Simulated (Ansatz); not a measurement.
Coupled-cluster diagnostics for [BBrH3]- (BH3Br⁻), Ansatz.

Geometry of the singlet (PBE-D4/def2-TZVPD):

```xyz
5

B    -0.179    0.031   -0.154
Br    1.442   -0.245    1.245
H    -1.193   -0.253    0.467
H     0.055   -0.740   -1.075
H    -0.125    1.207   -0.483
```

Correlated methods freeze 10 core orbitals; core or outer-core shells of Br are correlated, in sets that lack core-valence functions.

(1) Estimate the CCSD(T) correlation energy, the shares of MP2 and (T), T1 and the reference's ⟨S²⟩ for: charge -1, singlet, own geometry in def2-TZVPPD; charge 0, doublet, vertical in def2-TZVPPD; and the rough time on 4 threads of Arm Neoverse V1 on a shared host.

## Answers

(1) 
```
                           state        basis  correlation (eV)  MP2 share (%)  (T) share (%)     T1  ⟨S²⟩ (pure)  wall time
charge -1, singlet, own geometry  def2-TZVPPD           -12.602           91.8            3.3  0.008  0.00 (0.00)        9 s
     charge 0, doublet, vertical  def2-TZVPPD           -11.749           89.5            3.2  0.026  0.76 (0.75)       41 s
```
Customary marks for T1 are 0.02 (closed shells), 0.045 (open shells) and about 0.05 (3d metals). T1 exceeds 0.02 in 1 of 2 rows and 0.045 in 0; the higher it lies, the less the single-reference result can be trusted.
